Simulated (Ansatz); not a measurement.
System: sum formula BNHCl2 (charge -1, singlet). It need not be the lowest isomer of its formula. Whether it binds its extra electron was not tested at this geometry. SMILES: [NH-]B(Cl)Cl
Geometry from a B3LYP-D3(BJ)/def2-TZVP (Ansatz, a first-principles code) optimisation:
```xyz
5

N     -1.6446    -0.9025     0.0293
B     -0.4763    -0.2659     0.0080
Cl     1.1522    -1.1265    -0.1995
Cl    -0.1915     1.5929     0.1761
H     -2.4375    -0.2803     0.1510
```
Charge -1, spin multiplicity 1.

Parts of the frozen-core correlation energy in cc-pV(T+d)Z (Ansatz, hartree). Frozen orbitals: 12; correlated occupied orbitals by spin: 12 and 12; virtual: 128 and 128. No spin-orbit coupling. Non-relativistic.

```csv
term,value
reference (HF),-998.91477
MP2 opposite-spin,-0.51939
MP2 same-spin,-0.17950
CCSD correlation,-0.73199
(T),-0.03403
T1 diagnostic,0.012
largest doubles amplitude,0.067
```
